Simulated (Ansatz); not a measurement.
Coupled-cluster diagnostics for (H3Sn)2Se (Sn₂H₆Se), Ansatz.

Geometry of the singlet (PBE0-D4/def2-SVP):

```tsv
atom	x (Å)	y (Å)	z (Å)
Sn1	-1.377	1.190	0.509
H2	-0.848	1.108	2.138
H3	-2.229	2.643	0.213
H4	-2.341	-0.181	0.142
Se5	0.634	1.246	-1.050
Sn6	1.409	-1.128	-0.559
H7	0.187	-2.238	-1.023
H8	1.735	-1.293	1.117
H9	2.829	-1.348	-1.486
```

In the def2 sets Sn takes a core potential; there is no spin–orbit coupling. Correlated methods freeze 17 core orbitals; core or outer-core shells of Sn, Se are correlated, in sets that lack core-valence functions.

Question: Estimate the CCSD(T) correlation energy, the shares of MP2 and (T), T1 and the reference's ⟨S²⟩ for: charge 0, singlet, own geometry in def2-TZVP; and the rough time on 4 threads of Arm Neoverse V2 on a shared host.

Answer: 
| state | basis | correlation (eV) | MP2 share (%) | (T) share (%) | T1 | ⟨S²⟩ (pure) | wall time |
| --- | --- | --- | --- | --- | --- | --- | --- |
| charge 0, singlet, own geometry | def2-TZVP | -26.425 | 94.6 | 3.0 | 0.013 | 0.00 (0.00) | 1.8 min |
Customary marks for T1 are 0.02 (closed shells), 0.045 (open shells) and about 0.05 (3d metals). T1 stays under 0.02 throughout.
